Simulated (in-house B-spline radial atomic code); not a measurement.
Values are calculated unless marked as measured or tabulated.
## C6 from the polarisability at imaginary frequency: Zr4+

CAM-B3LYP linear response of the closed shell [Ar] 3d10 4s2 4p6, from an all-electron radial atomic-structure program (B-spline basis); scalar-relativistic (spin-free one-electron X2C), finite nucleus, no spin-orbit coupling; shells from n = 2 respond.

The dispersion coefficient of two like species is C6 = (3/π) ∫ α(iu)² du from 0 to ∞.

| u (hartree) | α(iu) (bohr³) |
| --- | --- |
| 0 | 2.994 |
| 0.335 | 2.857 |
| 0.783 | 2.379 |
| 1.34 | 1.722 |
| 2.24 | 1.012 |
| 3.35 | 0.5929 |
| 5.03 | 0.331 |
| 7.83 | 0.1756 |
| 11.2 | 0.1056 |
| 16.8 | 0.05852 |
| 28 | 0.0264 |
| 55.9 | 0.008162 |

**Question.** Fit one oscillator, α(iu) = α(0)/(1 + u²/ω²), through u = 3.35 and estimate C6.

**Answer.** From α(0)/α(iu) − 1 = 2.994/0.5929 − 1 = 4.0498, ω = u/√4.0498 = 1.6647 hartree (45.3 eV). London's formula gives C6 = (3/4) α(0)² ω = 0.75 × 2.994² × 1.6647 = 11.19 hartree·bohr⁶, and the oscillator holds f = α(0) ω² = 8.30 electrons, of a sum of oscillator strengths of 34.6.

**Question.** How does that compare with the full integral?

**Answer.** The program's quadrature over all excitations gives C6 = 10.8, so the single oscillator is off by +3.6 %. At the last point the fit gives α = 0.00265 against 0.00816: higher excitations, and deeper shells where there are any, keep the true curve higher at large u.
